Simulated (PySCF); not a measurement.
## TiF at HSE06

Level: HSE06. basis Ti x2c-TZVPPall, F x2c-TZVPPall; spin-free X2C with a Gaussian nucleus; PySCF 2.14.

For TiF, the state is ⁴Σ⁻ (quartet), unpaired electrons σ ↑, δ ↑↑. The bond length is 1.771 Å and the harmonic wavenumber is 715 cm⁻¹. The force constant is 4.10 mdyn/Å, the rotational constant Be is 0.3950 cm⁻¹ and the anharmonicity ωexe is 3.63 cm⁻¹. The vibration–rotation constant αe is 0.00279 cm⁻¹. The bond order (Mayer) is 1.04 and the dipole moment (positive dipole means Ti(−)F(+)) is -3.10 D.

De is left out where the level can put another filling of the metal’s s and d shells below the measured ground configuration, by anything from nothing to about 1 eV. With d or f electrons several states lie close, and the lowest PBE0 determinant need not be the measured ground state.
